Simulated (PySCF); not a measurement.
# Fine-structure interval along the 13-electron series

Calculated with PySCF 2.14 and a two-component X2C-1e Hamiltonian (Gaussian nucleus, no Breit or QED terms), each ion in its own even-tempered basis scaled to its charge; GMP2 freezes 1s2 and drops the highest virtual spinors. Values in cm⁻¹.

| ion | configuration | GHF (screened spin-orbit) | GMP2 (screened spin-orbit) | GHF (bare spin-orbit) |
| --- | --- | --- | --- | --- |
| Tm⁵⁶⁺ | [Ne] 3s2 3p1 | 2140200 | 2134600 | 2209900 |
| Lu⁵⁸⁺ | [Ne] 3s2 3p1 | 2448500 | 2442600 | 2526500 |

Task: Fill in the row of Yb⁵⁷⁺.

Result: configuration: [Ne] 3s2 3p1; GHF (screened spin-orbit): 2290100; GMP2 (screened spin-orbit): 2284300; GHF (bare spin-orbit): 2363900.
